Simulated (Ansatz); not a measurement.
Geometry optimisation, Ansatz, UKS B3LYP-D4/6-31G.

input.yaml

```yaml
crystal:
  periodic: [false, false, false]
  atoms:
    - { symbol: C, position_ang: [-1.1152, 0.55657, -0.51896] }
    - { symbol: "N", position_ang: [-0.07127, 1.1159, -0.06843] }
    - { symbol: C, position_ang: [0.95926, 0.24618, 0.428] }
    - { symbol: Al, position_ang: [-0.32008, -1.26201, -0.0987] }
    - { symbol: H, position_ang: [-1.90051, 1.20439, -0.8972] }
    - { symbol: H, position_ang: [1.17262, 0.50237, 1.47258] }
    - { symbol: H, position_ang: [1.88804, 0.4402, -0.12245] }
    - { symbol: H, position_ang: [-0.61286, -2.8036, -0.19483] }
magnetization:
  spin_polarized: true
basis:
  gaussian: { orbitals: "6-31G" }
hamiltonian:
  xc: b3lyp
  dispersion: d4
relax:
  f_tol: 0.02
  max_steps: 40
```

Launched with:

```bash
$ ansatz run input.yaml --threads 1 --pin off --max-ram 2048MiB --backend cpu --events-out ev --progress --plain --runs-dir out
```

**Question.** Where does it end, and by what steps?

**Answer.** It converged. Limits of this set-up: no polarisation functions. After 6 steps the energy has fallen by 0.206 eV; N2 moved furthest, 0.12 Å.

```csv
step,energy less start (eV),largest force component (eV/Å),accepted
0,0.0000,2.825,yes
1,-0.1648,1.230,yes
2,-0.2001,0.343,yes
3,-0.2057,0.093,yes
4,-0.2061,0.060,yes
5,-0.2064,0.035,yes
6,-0.2065,0.004,yes
```

```xyz
8
Properties=species:S:1:pos:R:3
C -1.108 0.587 -0.519
N -0.072 1.240 -0.072
C 0.971 0.254 0.430
Al -0.329 -1.218 -0.110
H -1.959 1.132 -0.920
H 1.181 0.433 1.489
H 1.908 0.381 -0.121
H -0.591 -2.810 -0.178
```

Whether the end is a true minimum wasn't checked by a vibrational analysis.

The run took 25 s on 1 thread of Arm Neoverse V1, with other jobs on the host, peak memory 0.15 GiB.
